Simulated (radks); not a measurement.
Spherical quantum dot in the effective-mass picture: electrons in a parabolic well V = omega^2 r^2 / 2 with omega = 3.89, with a point charge +1 (a donor) at the centre, all in effective atomic units (hartree* = m*/eps^2 hartree, bohr* = eps/m* bohr), one dielectric constant everywhere. Method: non-relativistic Kohn-Sham, PBEsol, spin-polarised, spherical densities; computed with a radial shooting solver with Libxc functionals. Levels are named by radial order and angular momentum (1s, 1p, 1d, 2s, ...), and open shells are averaged over m. Results are scaled to m* = 0.148 and eps = 12.4, for which hartree* = 26.19 meV and bohr* = 4.434 nm.

N = 17, configuration 1s2 1p6 1d(up 5, down 2) 2s2. This is the lowest configuration that the search found. Occupied and some empty levels:

level,occupation,eigenvalue (meV),<r> (nm)
1s up,1,558.53,2.874
1s down,1,560.48,2.853
1p up,3,636.77,3.940
1p down,3,639.75,3.932
2s up,1,707.35,4.122
2s down,1,709.56,4.135
1d up,5,712.17,4.636
1d down,2,715.40,4.637
1f up,0,790.63,5.189
1f down,0,793.78,5.197
2p up,0,799.10,4.740
2p down,0,801.21,4.747
1g up,0,872.34,5.667
1g down,0,875.25,5.678

Energy (meV): total 7851.96, kinetic 1951.1, external 2684.6, Hartree 3635.3, exchange-correlation -419.03.

Electron density:

r (nm),n(r) (e/nm^3)
0.614,0.06642
1.27,0.04632
1.93,0.03442
2.59,0.02942
3.25,0.02706
3.91,0.02339
4.57,0.01741
5.23,0.01068
5.89,0.005321
6.54,0.002156
7.20,0.0007049
7.86,0.0001896
8.52,0.00004116
